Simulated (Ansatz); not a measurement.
Relaxation of C5H13B (19 atoms, charge 0, multiplicity 1), to a largest force component of 0.02 eV/Å in at most 50 steps.

Computed with UKS PBE/STO-3G in Ansatz 0.2.0.

```xyz
19
Properties=species:S:1:pos:R:3:forces:R:3
C -1.960 -1.641 -1.145 -2.87 3.04 -0.07
C -0.909 -1.132 -0.212 0.51 -0.42 1.77
C -0.432 0.265 -0.616 2.32 1.04 1.34
B 0.866 0.755 0.350 -9.73 3.84 -1.28
C 0.513 1.017 1.879 1.92 0.47 0.75
C 2.249 1.016 -0.237 0.56 10.02 -7.69
H -2.842 -0.892 -1.119 1.09 -1.29 -0.08
H -2.322 -2.587 -0.855 -0.81 -2.18 0.43
H -1.622 -1.641 -2.155 0.62 -0.32 -1.59
H -0.066 -1.859 -0.227 0.08 0.22 0.19
H -1.322 -1.109 0.844 0.43 -0.05 -0.81
H -0.021 0.252 -1.637 -0.47 -0.06 -0.52
H -1.276 1.028 -0.548 0.92 -0.70 -0.01
H 0.165 0.099 2.413 0.22 0.30 -0.20
H -0.291 1.771 1.998 -0.01 -0.08 -0.26
H 1.437 1.434 2.410 -1.20 -0.60 -0.21
H 2.540 2.091 -0.082 1.12 -1.80 1.48
H 2.269 0.789 -1.306 0.19 -0.46 0.05
H 1.942 0.297 0.305 5.13 -10.99 6.69
```

Q: Where does it end, and by what steps?

A: The run converged. The force dipped under the threshold on the way, but the program's further checks kept it going. Limits of this set-up: minimal basis. After 21 steps the energy has fallen by 5.202 eV; H14 moved furthest, 1.04 Å. The start is strongly strained (largest force component 11 eV/Å), so its close contacts needn't be bonds. Parted: B4–H19.

```json
{"step": "0", "energy less start (eV)": "0.0000", "largest force component (eV/Å)": "10.993", "accepted": "yes"}
{"step": "1", "energy less start (eV)": "-3.1651", "largest force component (eV/Å)": "4.209", "accepted": "yes"}
{"step": "2", "energy less start (eV)": "-4.3192", "largest force component (eV/Å)": "1.534", "accepted": "yes"}
{"step": "3", "energy less start (eV)": "-4.7757", "largest force component (eV/Å)": "1.060", "accepted": "yes"}
{"step": "4", "energy less start (eV)": "-5.0382", "largest force component (eV/Å)": "0.732", "accepted": "yes"}
{"step": "5", "energy less start (eV)": "-5.1543", "largest force component (eV/Å)": "0.533", "accepted": "yes"}
{"step": "6", "energy less start (eV)": "-5.1840", "largest force component (eV/Å)": "0.145", "accepted": "yes"}
{"step": "7", "energy less start (eV)": "-5.1886", "largest force component (eV/Å)": "0.117", "accepted": "yes"}
{"step": "8", "energy less start (eV)": "-5.1310", "largest force component (eV/Å)": "1.221", "accepted": "no"}
{"step": "9", "energy less start (eV)": "-5.1898", "largest force component (eV/Å)": "0.247", "accepted": "yes"}
{"step": "10", "energy less start (eV)": "-5.1941", "largest force component (eV/Å)": "0.077", "accepted": "yes"}
{"step": "11", "energy less start (eV)": "-5.1966", "largest force component (eV/Å)": "0.064", "accepted": "yes"}
{"step": "12", "energy less start (eV)": "-5.1986", "largest force component (eV/Å)": "0.034", "accepted": "yes"}
{"step": "13", "energy less start (eV)": "-5.1944", "largest force component (eV/Å)": "0.424", "accepted": "no"}
{"step": "14", "energy less start (eV)": "-5.1995", "largest force component (eV/Å)": "0.051", "accepted": "yes"}
{"step": "15", "energy less start (eV)": "-5.2005", "largest force component (eV/Å)": "0.044", "accepted": "yes"}
{"step": "16", "energy less start (eV)": "-5.2008", "largest force component (eV/Å)": "0.078", "accepted": "yes"}
{"step": "17", "energy less start (eV)": "-5.2011", "largest force component (eV/Å)": "0.086", "accepted": "yes"}
{"step": "18", "energy less start (eV)": "-5.2015", "largest force component (eV/Å)": "0.041", "accepted": "yes"}
{"step": "19", "energy less start (eV)": "-5.2016", "largest force component (eV/Å)": "0.004", "accepted": "yes"}
{"step": "20", "energy less start (eV)": "-5.2017", "largest force component (eV/Å)": "0.012", "accepted": "yes"}
{"step": "21", "energy less start (eV)": "-5.2017", "largest force component (eV/Å)": "0.015", "accepted": "yes"}
```

```xyz
19
Properties=species:S:1:pos:R:3
C -1.967 -1.734 -1.138
C -0.783 -1.182 -0.291
C -0.536 0.353 -0.545
B 0.662 0.855 0.372
C 0.378 1.286 1.867
C 2.141 0.878 -0.192
H -2.905 -1.203 -0.889
H -2.115 -2.813 -0.941
H -1.770 -1.601 -2.218
H 0.136 -1.753 -0.538
H -0.995 -1.352 0.785
H -0.334 0.492 -1.625
H -1.480 0.885 -0.307
H -0.546 0.851 2.289
H 0.242 2.389 1.879
H 1.221 1.074 2.551
H 2.823 1.539 0.373
H 2.194 1.139 -1.265
H 2.552 -0.151 -0.103
```

The run took 2 min on 1 thread of Arm Neoverse V1, with other jobs on the host, peak memory 0.15 GiB.
